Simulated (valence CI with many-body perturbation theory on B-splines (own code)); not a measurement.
Te XII: what each term of the Hamiltonian does

Calculated by configuration interaction combined with many-body perturbation theory (CI+MBPT): five valence electrons over a frozen Dirac-Fock core [Kr], radial functions for each j: 7 s, 7 p, 8 d, 6 f, 4 g, 1 h, with the one-electron correlation potential Σ1, the two-electron term Σ2, the three-electron term Σ3, Breit, model QED; selected CI, second order for the rest, scaled by the run's own slope (own B-spline code, finite nucleus).

No measured spectrum was set against this ion. As an estimate, terms of the open shell hold to 2 to 4 % of their energy, and close levels can change places. Core correlation moves these levels by up to 10000 cm⁻¹, and in measured spectra 5 to 20 % of such shifts remained as error; rates that hang on mixing are uncertain with them. Among the levels kept, up to 570 cm⁻¹ of a level comes from second order outside the variational space, and about a tenth of that is noise between levels of different J, which matters for small intervals. The list stops below the first excitations out of the core. Only levels of the ground parity were solved; by the run's estimate the other parity begins above the list, which can be wrong where configurations are misplaced.

Each rung adds one term. CI alone is the Dirac-Coulomb CI over the frozen core; QED comes last and gives the full result, which names the levels. Energies are above 4d5 6S_5/2 on the same rung, in cm⁻¹.

Names give the largest LS component (configuration and term), which can be under half, so a name can repeat, a term be missing and a line seem to break the LS rules; names also repeat where a configuration has a term twice. Letters in brackets count levels of one name in rising energy.

```
         Level  CI alone   + Σ1   + Σ2   + Σ3  + Breit   Full
4d5 4G_5/2 [a]     38682  38548  36155  33970    34354  34320
    4d5 4G_7/2     44406  44524  41276  39418    39441  39437
   4d5 4G_11/2     45838  46020  42517  40747    40576  40579
4d5 4G_5/2 [b]     45468  45614  43568  41532    41564  41564
    4d5 4G_9/2     46671  46888  43504  41777    41613  41623
    4d5 4D_3/2     45407  45449  44302  41968    42133  42121
    4d5 4P_1/2     49051  49182  48626  46322    46350  46352
    4d5 4D_7/2     54497  54749  51998  49768    49612  49626
    4d5 4D_5/2     58260  58494  56948  54483    54374  54386
    4d5 4D_1/2     59329  59690  58200  55886    55636  55667
   4d5 2I_11/2     65513  65800  60365  57948    57760  57768
    4d5 4P_3/2     60950  61322  60483  58159    57853  57887
   4d5 2I_13/2     70256  70671  64818  62454    62009  62033
4d5 2F_7/2 [a]     69412  69565  66552  63034    63098  63090
4d5 2G_9/2 [a]     70788  71015  67442  64435    64359  64361
    4d5 4F_3/2     68832  69051  67802  64820    64778  64787
4d5 2F_5/2 [a]     69435  69806  68604  65944    65743  65767
    4d5 4F_5/2     76141  76548  74850  71771    71440  71477
    4d5 2H_9/2     79580  79950  77196  74182    73896  73920
```

Question: How does the ionisation energy move along the ladder, and which term matters most?

Answer: CI alone 242.20, + Σ1 244.07, + Σ2 246.06, + Σ3 246.09, + Breit 246.13, + QED 246.14 eV. The largest step is Σ2, 1.99 eV, with Σ1 about as large (1.87). NIST lists 245 ± 2.5 eV (theoretical).
